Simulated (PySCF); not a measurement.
**Frontier levels across methods**

neo-PeOEt, C₇H₁₆O.
Structure used (PBE0-D3(BJ)/def2-SVP), in Å, numbered top down from 1:
```
atom  x, y, z in Å
C1     2.963   -0.159   -0.034
C2     2.001    0.639   -0.896
O3     0.690    0.145   -0.891
C4    -0.037    0.380    0.279
C5    -1.490   -0.058    0.084
C6    -2.245    0.206    1.386
C7    -2.114    0.747   -1.057
C8    -1.526   -1.550   -0.250
H9     2.931   -1.223   -0.312
H10    3.993    0.203   -0.176
H11    2.728   -0.078    1.038
H12    2.008    1.705   -0.589
H13    2.329    0.606   -1.947
H14    0.392   -0.171    1.140
H15   -0.007    1.460    0.539
H16   -3.301   -0.088    1.288
H17   -1.815   -0.368    2.223
H18   -2.219    1.274    1.657
H19   -1.543    0.607   -1.985
H20   -2.124    1.824   -0.822
H21   -3.154    0.432   -1.236
H22   -1.090   -2.148    0.565
H23   -0.953   -1.756   -1.165
H24   -2.562   -1.892   -0.403
```

Basis pcSseg-1 throughout (PySCF), one geometry. Geometry: PBE0-D3(BJ)/def2-SVP, one conformer, isolated molecule.

Question: How do the orbital energies, the gap and the dipole change with the method?

Answer: 
```
   method                    kind  HOMO (eV)  LUMO (eV)  gap (eV)  μ (D)  SCF cycles
     OPBE                     GGA      -5.65       0.89      6.54   1.05          15
      PBE                     GGA      -5.71       0.53      6.24   1.05          15
      LDA                     LDA      -5.84       0.30      6.14   1.11          14
      KT3                     GGA      -5.90       0.44      6.34   1.02          15
    B3LYP           global hybrid      -7.05       1.04      8.09   1.14          13
     PBE0           global hybrid      -7.29       1.36      8.65   1.15          13
CAM-B3LYP  range-separated hybrid      -8.73       2.20     10.93   1.20          12
BHandHLYP           global hybrid      -8.82       2.05     10.87   1.24          12
  wB97X-D  range-separated hybrid      -9.21       3.16     12.36   1.19          13
```

The HOMO spans 3.56 eV, from OPBE down to wB97X-D, and the gap runs from 6.14 eV (LDA) to 12.36 eV (wB97X-D). Over the methods OPBE (0 %), PBE (0 %), LDA (0 %), KT3 (0 %), B3LYP (20 %), PBE0 (25 %), BHandHLYP (50 %), a straight line through the gap against the share of exact exchange rises by 0.91 eV for each 10 % (correlation coefficient 0.998). The dipole ranges from 1.02 D (KT3) to 1.24 D (BHandHLYP). This basis has no diffuse functions.

The vertical ΔSCF ionisation energy at wB97X-D/def2-SVPD is 9.47 eV; −ε(HOMO) comes closest to it with wB97X-D (9.21 eV).
